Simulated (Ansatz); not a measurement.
```xyz
3

C     0.0000    0.0000    0.0000
O     0.0000    0.0000    2.9000
O     0.0000    0.0000   -2.9000
```

Basis set: pcseg-2 (spherical functions). Charge 0, multiplicity 1.

Computed with Ansatz (development build ahead of 0.2.0); each method stands on the lowest determinant of its kind that the runs found.

The atomization energy at this shape (free ground-state atoms in the same class of orbitals less the molecule, no zero-point energy) of singlet CO2:

| method | atomization energy |
| --- | --- |
| PBE (unrestricted) | 0.43 eV |
| RHF | -8.38 eV |

**Question.** What does UHF give?

**Answer.** -0.57 eV. Caution: the shape is not the minimum. Caution for PBE (unrestricted): charge can spread falsely over distant fragments. Caution for PBE (unrestricted), UHF: the unrestricted determinant is a mixture of spin states. Caution for RHF: an unrestricted determinant lies well below; the molecule lies well above its atoms at this level.
